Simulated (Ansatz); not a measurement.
SinHm (charge -1): vertical IE (eV) at several levels, gas phase, relaxed structures; Ansatz. Clusters are the lowest isomers that short searches found in that spin, judged at the geometry's level. Singlets are spin-restricted. The spins of the ions were chosen, not always searched. The structures are stationary points that may keep the symmetry of their start. Remarks come from the PBE and PBE0 runs and from stability tests at other levels; not every state was tested. A HOMO above zero means that the electron is unbound at that level and held by the basis, or that self-interaction error raises the level; the energy of removing that electron tells which.

```tsv
species	state	geometry	PBE-D4/def2-TZVPD	r2SCAN-D4/def2-TZVPD	PBE0-D4/def2-TZVPD	remarks
Si2H2⁻	doublet to triplet	r2SCAN-D4/def2-TZVPD	2.17	2.14	2.10	HOMO above zero at PBE or PBE0
Si2H3⁻	singlet to doublet	PBE0-D4/def2-TZVPD	2.26	2.20	2.18	HOMO above zero at PBE or PBE0
Si3H6⁻	doublet to singlet	PBE0-D4/def2-TZVPD	2.06	2.16	2.19	HOMO above zero at PBE or PBE0
```

Question: Estimate the rows for Si4H7⁻ (singlet to doublet, B3LYP-D4/def2-SVPD geometry).

Answer: 
| species | state | geometry | PBE-D4/def2-TZVPD | r2SCAN-D4/def2-TZVPD | PBE0-D4/def2-TZVPD |
| --- | --- | --- | --- | --- | --- |
| Si4H7⁻ | singlet to doublet | B3LYP-D4/def2-SVPD | 2.77 | 2.68 | 2.75 |

Over the 4 species that have every level, the mean is 2.32 at PBE-D4/def2-TZVPD, 2.29 at r2SCAN-D4/def2-TZVPD, 2.30 at PBE0-D4/def2-TZVPD.
